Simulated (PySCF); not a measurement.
trichloroethylene cation (C₂HCl₃), SMILES ClC=C(Cl)Cl (connectivity only; charge and spin as stated), charge +1, multiplicity 2. Atoms are numbered in the order given.

```xyz
6

Cl     0.3450     2.2259     0.0000
C      0.9194     0.6679     0.0000
C      0.0690    -0.4702     0.0000
Cl    -1.6033    -0.3360     0.0000
Cl     0.7909    -1.9906     0.0000
H      2.0150     0.5267     0.0000
```
Charge +1, spin multiplicity 2.

Coordinates come from a PBE-D3(BJ)/def2-SVP optimisation. The multiplicity is an assumed one; other spin states were not compared.

All values below come from PBE-D3(BJ)/def2-SVP in PySCF.

Frequencies are harmonic and unscaled.

Computed harmonic wavenumbers and intensities:
```json
[
 {"mode": "1", "ν (cm⁻¹)": "146", "IR (km/mol)": "3.3", "moving atoms (share of kinetic energy)": "C 57 %, Cl 27 %, H 17 %"},
 {"mode": "2", "ν (cm⁻¹)": "175", "IR (km/mol)": "1.1", "moving atoms (share of kinetic energy)": "Cl 93 %"},
 {"mode": "3", "ν (cm⁻¹)": "286", "IR (km/mol)": "0.6", "moving atoms (share of kinetic energy)": "Cl 88 %, C 11 %"},
 {"mode": "4", "ν (cm⁻¹)": "397", "IR (km/mol)": "1.2", "moving atoms (share of kinetic energy)": "Cl 85 %, C 14 %"},
 {"mode": "5", "ν (cm⁻¹)": "458", "IR (km/mol)": "4.1", "moving atoms (share of kinetic energy)": "C 78 %, H 16 %"},
 {"mode": "6", "ν (cm⁻¹)": "649", "IR (km/mol)": "22.7", "moving atoms (share of kinetic energy)": "C 56 %, Cl 39 %"},
 {"mode": "7", "ν (cm⁻¹)": "770", "IR (km/mol)": "16.2", "moving atoms (share of kinetic energy)": "H 64 %, C 36 %"},
 {"mode": "8", "ν (cm⁻¹)": "932", "IR (km/mol)": "121.0", "moving atoms (share of kinetic energy)": "C 69 %, Cl 25 %"},
 {"mode": "9", "ν (cm⁻¹)": "1001", "IR (km/mol)": "104.4", "moving atoms (share of kinetic energy)": "C 75 %, H 13 %, Cl 12 %"},
 {"mode": "10", "ν (cm⁻¹)": "1226", "IR (km/mol)": "9.8", "moving atoms (share of kinetic energy)": "H 69 %, C 30 %"},
 {"mode": "11", "ν (cm⁻¹)": "1383", "IR (km/mol)": "5.6", "moving atoms (share of kinetic energy)": "C 89 %, H 10 %"},
 {"mode": "12", "ν (cm⁻¹)": "3121", "IR (km/mol)": "42.0", "moving atoms (share of kinetic energy)": "H 92 %, C 8 %"}
]
```
